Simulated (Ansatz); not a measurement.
`[OH][Zn][N]([SiH3])[SiH3]` + H–F → `[F][Zn][N]([SiH3])[SiH3]` + H₂O at 500 K and 1 bar (ligand exchange at a Zn–O bond).

Isolated molecules relaxed with PBE0-D4/def2-TZVP in Ansatz; ΔE leaves out vibrations. CCSD(T)/CBS is the MP2 limit (def2-TZVPP, def2-QZVPP) plus CCSD(T) − MP2 in def2-TZVPP, frozen cores. This one scheme is used for every species. For Zn outer-core shells are correlated without core-valence functions, which leaves a few kJ/mol of doubt a bond. Scalar relativity is left out up to krypton. Each species was taken in one conformer, which may not be the lowest.

| species | CCSD(T)/CBS energy (Eh) | H − E (kJ/mol) | S (J/(mol·K)) |
| --- | --- | --- | --- |
| `[OH][Zn][N]([SiH3])[SiH3]` | -2490.69892 | 242.6 | 503.5 |
| H–F | -100.39570 | 39.4 | 188.7 |
| `[F][Zn][N]([SiH3])[SiH3]` | -2514.72709 | 209.4 | 478.6 |
| H₂O | -76.37941 | 73.2 | 206.3 |

H − E and S are ideal-gas, rigid-rotor, harmonic terms from PBE0-D4/def2-TZVP, for one conformer and one mirror image of each species. 1 Eh = 2625.50 kJ/mol, R = 8.31446 J/(mol·K).

Task: By hand: ΔE, ΔH, ΔS and ΔG.

Result: ΔE = (-2514.72709) + (-76.37941) − (-2490.69892) − (-100.39570) = -0.01188 Eh = -31.2 kJ/mol. Δ(H − E) = 209.4 + 73.2 − 242.6 − 39.4 = 0.6, so ΔH = -30.6 kJ/mol. ΔS = 478.6 + 206.3 − 503.5 − 188.7 = -7.3 J/(mol·K). ΔG = -30.6 − 500 × (-7.3)/1000 = -27.0 kJ/mol.

Task: By hand: the equilibrium constant, and the temperature at which ΔG would vanish if ΔH and ΔS stayed fixed.

Result: log₁₀ K = −ΔG/(RT ln 10) = 2.8. ΔG = 0 at ΔH/ΔS = 4192 K, far beyond where these terms or the molecules hold.

The number of gas molecules stays the same, so ΔS is small and ΔH decides. A doubt of 5 kJ/mol in ΔE shifts log₁₀ K by 0.5 here. Other conformers and mirror images would add mixing entropy, several J/(mol·K) or more a flexible species. Modes under 60 cm⁻¹, often nearly free rotors, make the harmonic entropy too high. These are equilibria of isolated gas molecules and say nothing of rates. Largest T1 diagnostic: 0.016 (customary marks: 0.02 for closed shells, 0.045 for open ones).
